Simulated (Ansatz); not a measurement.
Single points on Zn2Se3⁻.

```yaml
crystal:
  periodic: [false, false, false]
  atoms:
    - {symbol: Zn, position_ang: [0.507976, -0.148739, 0.391517]}
    - {symbol: Zn, position_ang: [-1.492893, 0.441736, -1.149751]}
    - {symbol: Se, position_ang: [-0.100299, -1.273020, -1.790963]}
    - {symbol: Se, position_ang: [-1.213306, 1.662990, 0.779306]}
    - {symbol: Se, position_ang: [2.298522, -0.682967, 1.769891]}
basis:
  gaussian: {orbitals: def2-TZVPD, initial_orbitals: start.molden}
total_charge: -1
magnetization: {spin_polarized: true, initial_magnetization: 1}
hamiltonian: {xc: r2scan, dispersion: d4}
scf: {omitted_lower_state_checks: [starts]}
output: {orbitals: {seedname: orbitals}}
```

The file start.molden holds the orbitals of an earlier run on this structure, at another level or in another basis.

```sh
$ ansatz run in.yaml --threads 4 --pin off --events-out ev --progress --plain --max-ram 4787MiB
```

Output, abridged:

```
Functional definition: r2SCAN
2197 factors; their error is unknown
mean field evaluation 1: about -292893.5813 eV, gradient 8.7e0 eV
mean field evaluation 2: about -292893.6866 eV, gradient 2.1e-1 eV
mean field evaluation 4: about -292893.5852 eV, gradient 1.4e-2 eV
mean field evaluation 8: about -292893.5852 eV, gradient 2.1e-5 eV
mean field -292893.58518968 eV, -10763.6407253182 hartree, gradient 1.3e-5 eV, S^2 0.755621; 0 other end points of the search recorded, 0 dependent functions left out
reference -292893.58523666 eV, -10763.6407270446 hartree; 82, 81 occupied and 191, 192 virtual orbitals, 2197 factors
Total energy: -292893.64271964 eV, -10763.6428395053 hartree
Checks for a lower state left out: starts
```

Hardware: 4 threads of Arm Neoverse V2 on a shared host. Wall time 56 s, peak host memory 1.5 GiB.

The first input with `gaussian: {orbitals: def2-SVPD, initial_orbitals: start.molden}`, `hamiltonian: {xc: pbe0, dispersion: d4}` (abridged; 15 s):

```
Functional definition: PBE0
mean field -292821.10781046 eV, -10760.9772307588 hartree, gradient 6.0e-6 eV, S^2 0.753779
Total energy: -292821.34249361 eV, -10760.9858552056 hartree
Checks for a lower state left out: starts
```

Geometry: PBE-D4/def2-SVPD.

The structure comes from a short search, and lower isomers may exist.
